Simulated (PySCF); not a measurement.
Gas-phase reaction: 2 SiH₃Br + Br₂ → 2 SiBr₂ + 3 H₂

Computed with PySCF (xtb for GFN2) and rigid-rotor harmonic-oscillator thermochemistry at 1 bar. The comparison is the NASA 1993 polynomial table, which mixes measured and estimated data. † marks an energy on the PBE0/def2-TZVP geometry and frequencies; other levels use their own. MP2 and CCSD(T) freeze the core. All species are closed-shell singlets. B3LYP is the form with VWN-RPA correlation. Br: all electrons, no relativistic terms. MP2 isn't extrapolated to the basis-set limit; its ΔH°(298 K) is 41.3 kJ in def2-SVP and 29.0 kJ in def2-TZVPP. CCSD(T) isn't extrapolated to the basis-set limit; its ΔH°(298 K) is 41.1 kJ in def2-SVP and 34.8 kJ in def2-TZVPP. The harmonic model lacks anharmonicity and excited electronic states, which grow with temperature; levels with a mode under 35 cm⁻¹ are left out. The table's entry may be an old estimate for SiH₃Br, SiBr₂ (not checked at source).

```csv
level,"ΔH°(298 K), kJ",minus table,"ΔG°(1000 K), kJ"
table,21.0,-,-226.0
B3LYP/def2-TZVP†,22.8,1.8,-223.8
BLYP/def2-TZVP†,-14.6,-35.6,-261.2
CCSD(T)/def2-SVP†,41.1,20.1,-205.6
GFN2-xTB,300.5,279.5,56.0
HF/def2-TZVP†,93.3,72.3,-153.3
MP2/def2-TZVPP†,29.0,8.0,-217.7
PBE/def2-SVP,21.7,0.7,-224.9
PBE0/def2-QZVP†,47.9,26.9,-198.7
PBE0/def2-SVP†,55.6,34.6,-191.1
LDA/def2-TZVP†,47.6,26.6,-199.0
ωB97X-V/def2-TZVP†,72.1,51.1,-174.5
```
